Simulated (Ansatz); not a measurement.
Reaction (redistribution): `BN(C)[SiH2][SiH3]` + `N[SiH](S)Cl` → `N[SiH]([SiH3])S` + `BN(C)[SiH2]Cl`

Gas-phase electronic energies from Ansatz, PBE0-D4/def2-TZVP geometries. CCSD(T)/CBS is the MP2 limit (def2-TZVPP, def2-QZVPP) plus CCSD(T) − MP2 in def2-TZVPP, frozen cores. DFT in def2-TZVPP. One conformer a species, not always the lowest.

```json
{"level": "PBE", "ΔE (kcal/mol)": "2.1"}
{"level": "PBE0", "ΔE (kcal/mol)": "2.0"}
```

(1) What does CCSD(T)/CBS give? (Best estimate.)

Largest T1 diagnostic among the species: 0.013.

Results:

(1) Ansatz gave: +1.8 kcal/mol. The listed levels differ from it by 0.3, 0.2 kcal/mol.

In def2-TZVPP, CCSD(T) changes the Hartree–Fock value by +1.4 kcal/mol (the triples alone add +0.2 kcal/mol) and MP2 by +1.4 kcal/mol. Leaving LDA and LC-ωPBE aside and taking each functional with its dispersion term where it has one, the values, not all of them listed here, spread over 1.1 kcal/mol, from BHLYP-D4 to B97M-V. LDA lies +1.3 kcal/mol from PBE without D4.
